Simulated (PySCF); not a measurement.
Isomers of C5H11NO2, one GFN2-xTB conformer each. Single-point energies are computed at PBE0/pcSseg-1 (PySCF, gas phase, no added dispersion term), electronic only.

```
       SMILES  GFN2-xTB relative energy (kJ/mol)
  CNC(=O)CCOC                                2.8
  CCNC(=O)COC                                0.0
COCC(=O)N(C)C                                1.8
```

Conformers: `[CH3:1][NH:2][C:3](=[O:4])[CH2:5][CH2:6][O:7][CH3:8]` with C1–N2–C3–O4 -3°, N2–C3–C5–C6 -56°, C3–C5–C6–O7 74°, C5–C6–O7–C8 -179°; `[CH3:1][CH2:2][NH:3][C:4](=[O:5])[CH2:6][O:7][CH3:8]` with C1–C2–N3–C4 -114°, C2–N3–C4–O5 -4°, N3–C4–C6–O7 -2°, C4–C6–O7–C8 180°; `[CH3:1][O:2][CH2:3][C:4](=[O:5])[N:6]([CH3:7])[CH3:8]` with C1–O2–C3–C4 67°, O2–C3–C4–O5 -122°, C3–C4–N6–C7 177°.

Question: What does PBE0/pcSseg-1 give for the same structures?

Answer: 
```tsv
SMILES	PBE0/pcSseg-1 E (Eh)	PBE0/pcSseg-1 (kJ/mol)	GFN2-xTB (kJ/mol)	point group
CCNC(=O)COC	-401.85561	0.0	0.0	C1
CNC(=O)CCOC	-401.85483	2.0	2.8	C1
COCC(=O)N(C)C	-401.83812	45.9	1.8	C1
```

Both levels put the same isomer lowest; measured from each level's own lowest isomer, the values differ by up to 44.1 kJ/mol (COCC(=O)N(C)C: 1.8 against 45.9). As drawn, the lowest has an N–H bond, which the highest lacks. Neighbours under 10 kJ/mol apart (CCNC(=O)COC and CNC(=O)CCOC) can change places with a better method, another conformer or zero-point energy.

Question: Which frontier levels, dipoles and rotational constants go with these structures?

Answer: 
```tsv
SMILES	HOMO (eV, PBE0/pcSseg-1)	LUMO (eV)	dipole (D)	A, B, C (MHz)
CCNC(=O)COC	-7.16	1.03	3.57	3475, 1082, 876.9
CNC(=O)CCOC	-6.97	0.94	4.36	3281, 1252, 966.4
COCC(=O)N(C)C	-6.90	0.49	2.75	3036, 1525, 1238
```
